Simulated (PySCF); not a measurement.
Isomers of C3H7ClO2Si2, one GFN2-xTB conformer each. Single-point energies are computed at PBE0/pcSseg-1 (PySCF, gas phase, no added dispersion term), electronic only.

Question: Rank them by PBE0/pcSseg-1 energy, lowest first (kcal/mol).
A. `[O:1]=[C:2]1[SiH2:3][O:4][SiH2:5][C@@H:6]1[CH2:7][Cl:8]` with Si5–C6–C7–Cl8 49°, O1–C2–Si3–O4 -149°, C2–Si3–O4–Si5 -3°, Si3–O4–Si5–C6 -13°, O4–Si5–C6–C7 154°
B. `[CH2:1]=[C:2]1[CH2:3][O:4][Si@@:5]1([Cl:6])[O:7][SiH3:8]` with O4–Si5–O7–Si8 -72°
C. `C=C1O[SiH2]O[Si@@]1(C)Cl`

Answer: C (0.0), B (26.4), A (62.3).

As drawn, the lowest has a C=C bond outside aromatic rings, which the highest lacks; the highest has a C=O bond, which the lowest lacks. GFN2-xTB itself gives, in the same order: 0.0, 18.6, 52.9. Both levels put the same isomer lowest; measured from each level's own lowest isomer, the values differ by up to 9.4 kcal/mol (O=C1[SiH2]O[SiH2][C@@H]1CCl: 52.9 against 62.3).

Q: Which frontier levels, dipoles and rotational constants go with these structures?

A: 
| SMILES | HOMO (eV, PBE0/pcSseg-1) | LUMO (eV) | dipole (D) | A, B, C (MHz) |
| --- | --- | --- | --- | --- |
| C=C1O[SiH2]O[Si@@]1(C)Cl | -7.09 | -0.16 | 1.54 | 1636, 1018, 897.9 |
| C=C1CO[Si@@]1(Cl)O[SiH3] | -7.89 | -0.66 | 1.90 | 1538, 887.5, 718.4 |
| O=C1[SiH2]O[SiH2][C@@H]1CCl | -7.00 | -1.55 | 1.29 | 2166, 812.7, 615.1 |
